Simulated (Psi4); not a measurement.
C₃H₃, doublet, at a GFN2-xTB geometry; HF/6-31G* run with Psi4.

Input for Psi4:
```
memory 2 GB

molecule {
0 2
  C     0.00140388   -0.01899720    0.10918779
  C     0.01684836   -0.22799011    1.31038999
  C    -0.01571971    0.21271738   -1.22260886
  H     0.03012627   -0.40766541    2.34308704
  H     0.89984787    0.24626573   -1.78481618
  H    -0.94516933    0.36701923   -1.74008438
}

set basis 6-31g*
set reference uhf
set damping_percentage 50

energy('scf')
print_variables()
```

It wrote (shortened):

```
   => Loading Basis Set <=

    Name: 6-31G*
    Role: ORBITAL
    Keyword: BASIS

         ---------------------------------------------------------
                                   SCF
               by Justin Turney, Rob Parrish, Andy Simmonett
                          and Daniel G. A. Smith
                              UHF Reference
         ---------------------------------------------------------

  ==> Geometry <==

    Molecular point group: c1
    Full point group: C1

    Geometry (in Angstrom), charge = 0, multiplicity = 2:

       Center              X                  Y                   Z               Mass
    ------------   -----------------  -----------------  -----------------  -----------------
         C            0.001017541594    -0.013769304999     0.079140086965    12.000000000000
         C            0.016462021594    -0.222762214999     1.280342286965    12.000000000000
         C           -0.016106048406     0.217945275001    -1.252656563035    12.000000000000
         H            0.029739931594    -0.402437514999     2.313039336965     1.007825032230
         H            0.899461531594     0.251493625001    -1.814863883035     1.007825032230
         H           -0.945555668406     0.372247125001    -1.770132083035     1.007825032230

  Running in c1 symmetry.

  Rotational constants: A =      9.77980  B =      0.32431  C =      0.31390 [cm^-1]
  Rotational constants: A = 293191.09282  B =   9722.56312  C =   9410.49982 [MHz]
  Nuclear repulsion =   53.828601772690561

  Charge       = 0
  Multiplicity = 2
  Electrons    = 21
  Nalpha       = 11
  Nbeta        = 10

  ==> Algorithm <==

  SCF Algorithm Type is DF.
  DIIS enabled.
  MOM disabled.
  Fractional occupation disabled.
  Guess Type is SAD.
  Energy threshold   = 1.00e-06
  Density threshold  = 1.00e-06
  Integral threshold = 1.00e-12

  ==> Primary Basis <==

  Basis Set: 6-31G*
    Blend: 6-31G*
    Number of shells: 24
    Number of basis functions: 51
    Number of Cartesian functions: 51
    Spherical Harmonics?: false
    Max angular momentum: 2

   => Loading Basis Set <=

    Name: (6-31G* AUX)
    Role: JKFIT
    Keyword: DF_BASIS_SCF

  ==> Integral Setup <==

  SCF_SUBTYPE=INCORE selected. In-core MEM_DF algorithm will be used.
  Using in-core AOs.

  ==> MemDFJK: Density-Fitted J/K Matrices <==

    J tasked:                   Yes
    K tasked:                   Yes
    wK tasked:                   No
    Algorithm:                 Core
    Schwarz Cutoff:           1E-12
    Mask sparsity (%):       0.0769
    Fitting Condition:        1E-10

   => Auxiliary Basis Set <=

  Basis Set: (6-31G* AUX)
    Blend: CC-PVDZ-JKFIT
    Number of shells: 99
    Number of basis functions: 318
    Number of Cartesian functions: 318
    Spherical Harmonics?: false
    Max angular momentum: 3

  Minimum eigenvalue in the overlap matrix is 4.9258742392E-04.
  Reciprocal condition number of the overlap matrix is 7.8626966223E-05.
    Using symmetric orthogonalization.

  ==> Pre-Iterations <==

  SCF Guess: Superposition of Atomic Densities via on-the-fly atomic UHF (no occupation information).

   -------------------------
    Irrep   Nso     Nmo
   -------------------------
     A         51      51
   -------------------------
    Total      51      51
   -------------------------

  ==> Iterations <==

                           Total Energy        Delta E     RMS |[F,P]|

   @DF-UHF iter SAD:  -114.30631800441645   -1.14306e+02   0.00000e+00
   @DF-UHF iter   1:  -115.18847135410888   -8.82153e-01   4.97372e-03 DIIS/ADIIS
   @DF-UHF iter   2:  -115.23503119610051   -4.65598e-02   1.88881e-03 DIIS/ADIIS/DAMP=50%
   @DF-UHF iter   3:  -115.11494048388106    1.20091e-01   1.34189e-03 DIIS/ADIIS/DAMP=50%
   @DF-UHF iter   4:  -115.20687203522625   -9.19316e-02   1.25565e-03 DIIS/ADIIS/DAMP=50%
   @DF-UHF iter   5:  -115.21058176404470   -3.70973e-03   1.00802e-03 DIIS/ADIIS/DAMP=50%
   @DF-UHF iter   6:  -115.21442492685421   -3.84316e-03   9.83758e-04 DIIS/ADIIS/DAMP=50%
   @DF-UHF iter   7:  -115.23426933228551   -1.98444e-02   6.54481e-04 DIIS/ADIIS/DAMP=50%
   @DF-UHF iter   8:  -115.25031606282596   -1.60467e-02   3.17480e-04 DIIS/ADIIS/DAMP=50%
   @DF-UHF iter   9:  -115.24609719407064    4.21887e-03   1.62002e-04 DIIS/ADIIS/DAMP=50%
   @DF-UHF iter  10:  -115.25317653652371   -7.07934e-03   1.64454e-04 DIIS/ADIIS/DAMP=50%
   @DF-UHF iter  11:  -115.24982441758650    3.35212e-03   1.57872e-04 DIIS/ADIIS/DAMP=50%
   @DF-UHF iter  12:  -115.25053192365596   -7.07506e-04   1.65168e-04 DIIS/ADIIS/DAMP=50%
   @DF-UHF iter  13:  -115.24922448964024    1.30743e-03   2.07802e-04 DIIS/ADIIS/DAMP=50%
   @DF-UHF iter  14:  -115.24671895507697    2.50553e-03   2.93183e-04 DIIS/ADIIS/DAMP=50%
   @DF-UHF iter  15:  -115.24897422277712   -2.25527e-03   1.21836e-04 DIIS/ADIIS/DAMP=50%
   @DF-UHF iter  16:  -115.24883527417836    1.38949e-04   1.99503e-04 DIIS/ADIIS/DAMP=50%
   @DF-UHF iter  17:  -115.24781098484878    1.02429e-03   1.80055e-04 DIIS/ADIIS/DAMP=50%
   @DF-UHF iter  18:  -115.24781116791206   -1.83063e-07   2.54382e-04 DIIS/ADIIS/DAMP=50%
   @DF-UHF iter  19:  -115.24794116122493   -1.29993e-04   2.66089e-04 DIIS/ADIIS/DAMP=50%
   @DF-UHF iter  20:  -115.24695956737470    9.81594e-04   2.81529e-04 DIIS/ADIIS/DAMP=50%
   @DF-UHF iter  21:  -115.24657595139362    3.83616e-04   3.37201e-04 DIIS/ADIIS/DAMP=50%
   @DF-UHF iter  22:  -115.24699998489170   -4.24033e-04   3.84825e-04 DIIS/ADIIS/DAMP=50%
   @DF-UHF iter  23:  -115.24774722714511   -7.47242e-04   4.79598e-04 DIIS/ADIIS/DAMP=50%
   @DF-UHF iter  24:  -115.24810301308520   -3.55786e-04   3.31171e-04 DIIS/ADIIS/DAMP=50%
   @DF-UHF iter  25:  -115.24826974140345   -1.66728e-04   2.30674e-04 DIIS/ADIIS/DAMP=50%
   @DF-UHF iter  26:  -115.24839186228037   -1.22121e-04   1.94381e-04 DIIS/ADIIS/DAMP=50%
   @DF-UHF iter  27:  -115.24826547601089    1.26386e-04   2.22522e-04 DIIS/ADIIS/DAMP=50%
[...]
   @DF-UHF iter  51:  -115.24802676089608    5.12897e-05   2.45663e-04 DIIS/ADIIS/DAMP=50%
   @DF-UHF iter  52:  -115.24789057964708    1.36181e-04   2.44492e-04 DIIS/ADIIS/DAMP=50%
   @DF-UHF iter  53:  -115.24794377996997   -5.32003e-05   2.48752e-04 DIIS/ADIIS/DAMP=50%
   @DF-UHF iter  54:  -115.24815073823623   -2.06958e-04   2.75579e-04 DIIS/ADIIS/DAMP=50%
   @DF-UHF iter  55:  -115.24801045508278    1.40283e-04   2.32303e-04 DIIS/ADIIS/DAMP=50%
   @DF-UHF iter  56:  -115.24786535021556    1.45105e-04   2.34566e-04 DIIS/ADIIS/DAMP=50%
   @DF-UHF iter  57:  -115.24819478093889   -3.29431e-04   2.90776e-04 DIIS/ADIIS/DAMP=50%
   @DF-UHF iter  58:  -115.24770242081270    4.92360e-04   2.73893e-04 DIIS/ADIIS/DAMP=50%
   @DF-UHF iter  59:  -115.24794500077221   -2.42580e-04   2.87208e-04 DIIS/ADIIS/DAMP=50%
   @DF-UHF iter  60:  -115.24782827883124    1.16722e-04   2.72216e-04 DIIS/ADIIS/DAMP=50%
   @DF-UHF iter  61:  -115.24827565189948   -4.47373e-04   3.28929e-04 DIIS/ADIIS/DAMP=50%
   @DF-UHF iter  62:  -115.24728557969146    9.90072e-04   2.87462e-04 DIIS/ADIIS/DAMP=50%
   @DF-UHF iter  63:  -115.24692985072957    3.55729e-04   2.69921e-04 DIIS/ADIIS/DAMP=50%
   @DF-UHF iter  64:  -115.24790082578946   -9.70975e-04   2.34814e-04 DIIS/ADIIS/DAMP=50%
   @DF-UHF iter  65:  -115.24658566189763    1.31516e-03   2.73477e-04 DIIS/ADIIS/DAMP=50%
   @DF-UHF iter  66:  -115.24692593448924   -3.40273e-04   2.26308e-04 DIIS/ADIIS/DAMP=50%
   @DF-UHF iter  67:  -115.24731264725825   -3.86713e-04   2.80495e-04 DIIS/ADIIS/DAMP=50%
   @DF-UHF iter  68:  -115.24729033757930    2.23097e-05   3.97385e-04 DIIS/ADIIS/DAMP=50%
   @DF-UHF iter  69:  -115.24765443074260   -3.64093e-04   3.73804e-04 DIIS/ADIIS/DAMP=50%
   @DF-UHF iter  70:  -115.24793998528507   -2.85555e-04   2.60249e-04 DIIS/ADIIS/DAMP=50%
   @DF-UHF iter  71:  -115.24820249182866   -2.62507e-04   2.78524e-04 DIIS/ADIIS/DAMP=50%
   @DF-UHF iter  72:  -115.24759204855042    6.10443e-04   2.70347e-04 DIIS/ADIIS/DAMP=50%
   @DF-UHF iter  73:  -115.24699001157988    6.02037e-04   3.33927e-04 DIIS/ADIIS/DAMP=50%
   @DF-UHF iter  74:  -115.24555653114507    1.43348e-03   5.85091e-04 DIIS/ADIIS/DAMP=50%
   @DF-UHF iter  75:  -115.24593006011358   -3.73529e-04   3.75664e-04 DIIS/ADIIS/DAMP=50%
   @DF-UHF iter  76:  -115.24721482935593   -1.28477e-03   3.64361e-04 DIIS/ADIIS/DAMP=50%
   @DF-UHF iter  77:  -115.23649881277849    1.07160e-02   9.26362e-04 DIIS/ADIIS/DAMP=50%
   @DF-UHF iter  78:  -115.24407025280826   -7.57144e-03   2.75248e-04 DIIS/ADIIS/DAMP=50%
   @DF-UHF iter  79:  -115.24369823666306    3.72016e-04   2.65159e-04 DIIS/ADIIS/DAMP=50%
   @DF-UHF iter  80:  -115.24762836127078   -3.93012e-03   6.95113e-04 DIIS/ADIIS/DAMP=50%
   @DF-UHF iter  81:  -115.24676006140623    8.68300e-04   3.76726e-04 DIIS/ADIIS/DAMP=50%
   @DF-UHF iter  82:  -115.24629504032740    4.65021e-04   3.66386e-04 DIIS/ADIIS/DAMP=50%
   @DF-UHF iter  83:  -115.24402493638154    2.27010e-03   3.26790e-04 DIIS/ADIIS/DAMP=50%
   @DF-UHF iter  84:  -115.24418875463152   -1.63818e-04   8.16377e-04 DIIS/ADIIS/DAMP=50%
   @DF-UHF iter  85:  -115.23898311657857    5.20564e-03   9.84456e-04 DIIS/ADIIS/DAMP=50%
   @DF-UHF iter  86:  -115.23761541650232    1.36770e-03   4.66449e-04 DIIS/ADIIS/DAMP=50%
   @DF-UHF iter  87:  -115.23807685484486   -4.61438e-04   3.72672e-04 DIIS/ADIIS/DAMP=50%
   @DF-UHF iter  88:  -115.24442618360457   -6.34933e-03   1.10876e-03 DIIS/ADIIS/DAMP=50%
   @DF-UHF iter  89:  -115.24552286141136   -1.09668e-03   7.43001e-04 DIIS/ADIIS/DAMP=50%
   @DF-UHF iter  90:  -115.24097431942016    4.54854e-03   3.27994e-04 DIIS/ADIIS/DAMP=50%
   @DF-UHF iter  91:  -115.24362513006095   -2.65081e-03   6.02870e-04 DIIS/ADIIS/DAMP=50%
   @DF-UHF iter  92:  -115.24509777770935   -1.47265e-03   6.19833e-04 DIIS/ADIIS/DAMP=50%
   @DF-UHF iter  93:  -115.24507770204994    2.00757e-05   7.22691e-04 DIIS/ADIIS/DAMP=50%
   @DF-UHF iter  94:  -115.23886012948324    6.21757e-03   6.45109e-04 DIIS/ADIIS/DAMP=50%
   @DF-UHF iter  95:  -115.24135009923494   -2.48997e-03   9.42398e-04 DIIS/ADIIS/DAMP=50%
   @DF-UHF iter  96:  -115.23633861667534    5.01148e-03   8.07853e-04 DIIS/ADIIS/DAMP=50%
   @DF-UHF iter  97:  -115.23685993540508   -5.21319e-04   1.11111e-03 DIIS/ADIIS/DAMP=50%
   @DF-UHF iter  98:  -115.23754241662321   -6.82481e-04   1.16799e-03 DIIS/ADIIS/DAMP=50%
   @DF-UHF iter  99:  -115.23733877856691    2.03638e-04   1.21200e-03 DIIS/ADIIS/DAMP=50%
   @DF-UHF iter 100:  -115.23744243008866   -1.03652e-04   1.26753e-03 DIIS/ADIIS/DAMP=50%

PsiException: Could not converge SCF iterations in 100 iterations.

  Failed to converge.

Traceback (most recent call last):
  File "psi4", line 375, in <module>
  File "<string>", line 28, in <module>
  File "site-packages/psi4/driver/driver.py", line 533, in energy
  File "site-packages/psi4/driver/procrouting/proc.py", line 2760, in run_scf
  File "site-packages/psi4/driver/procrouting/proc.py", line 2047, in scf_helper
  File "site-packages/psi4/driver/procrouting/scf_proc/scf_iterator.py", line 93, in scf_compute_energy
  File "site-packages/psi4/driver/procrouting/scf_proc/scf_iterator.py", line 86, in scf_compute_energy
  File "site-packages/psi4/driver/procrouting/scf_proc/scf_iterator.py", line 609, in scf_iterate

psi4.driver.p4util.exceptions.SCFConvergenceError: Could not converge SCF iterations in 100 iterations.

Printing out the relevant lines from the Psithon --> Python processed input file:
    """)
    core.IO.set_default_namespace("")
    core.set_global_option("BASIS", "6-31g*")
    core.set_global_option("REFERENCE", "uhf")
    core.set_global_option("DAMPING_PERCENTAGE", 50)
--> energy('scf')
    print_variables()

!-------------------------------------------------------!
!                                                       !
!  Could not converge SCF iterations in 100 iterations. !
!                                                       !
!-------------------------------------------------------!
```

The run did not converge; its last values are not results.
